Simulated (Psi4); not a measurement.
# GeCl2F2 (SMILES [F][Ge]([F])([Cl])[Cl]): the dipole moment, rung by rung

The species is GeCl2F2 (5 atoms), meant as a singlet with charge 0. As SMILES, `[F][Ge]([F])([Cl])[Cl]`. Geometry: optimised at PBE0/def2-TZVP.

```xyz
5

F     1.1674   -1.2102    0.4688
Ge    0.0119   -0.0501   -0.0049
F    -0.9127    0.2988    1.3839
Cl   -1.2317   -0.8709   -1.4785
Cl    0.9975    1.6895   -0.6341
```

Each level gives the dipole moment (D). The values are calculated.

```json
{"level": "PBE-D4/def2-TZVPP (density fitting)", "kind": "GGA", "program": "Psi4", "value (D)": "1.13"}
{"level": "r2SCAN-D4/def2-TZVPP (density fitting)", "kind": "meta-GGA", "program": "Psi4", "value (D)": "1.15"}
{"level": "B3LYP-D4/def2-TZVPP (density fitting)", "kind": "global hybrid", "program": "Psi4", "value (D)": "1.24"}
{"level": "PBE0-D4/def2-TZVPP (density fitting)", "kind": "global hybrid", "program": "Psi4", "value (D)": "1.22"}
{"level": "wB97M-V/def2-TZVPP (density fitting)", "kind": "range-separated hybrid", "program": "Psi4", "value (D)": "1.22"}
```

All-electron rows without a relativistic Hamiltonian named are non-relativistic. The values span 1.13 to 1.24 D. Magnitudes only.
